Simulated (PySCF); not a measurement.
```xyz
3
charge -1 multiplicity 6, angstrom
Os    0.0000    0.2033    0.0000
S     0.0000   -0.6080    2.0721
S     0.0000   -0.6080   -2.0721
```

Computed with UPBE0 in PySCF with Os def2-SVPD with ECP60, S def2-SVPD; scalar-relativistic core potentials, no spin–orbit coupling; density-fitted integrals.

This geometry of OsS₂⁻ is a stationary point at this level.

Task: What is the point group?

Result: C2v.

Task: Is it a minimum?

Result: Yes: all harmonic wavenumbers are real.

Task: Which band is strongest in the infrared?

Result: 417 cm⁻¹ (b2), 118 km/mol.

Task: What are the dipole moment and the gap between the highest occupied and lowest empty levels of either spin?

Result: 3.67 D about the centre of mass and 1.67 eV.

Other isomers or separated fragments may lie lower. With open d or f shells other occupations or spin states may lie lower. The lowest empty level of this anion is unbound, so it and the gap depend on the basis. At this level a doublet minimum of C2v symmetry lies 74 kJ/mol below this structure. Spin–orbit coupling, left out here, can matter for elements this heavy.
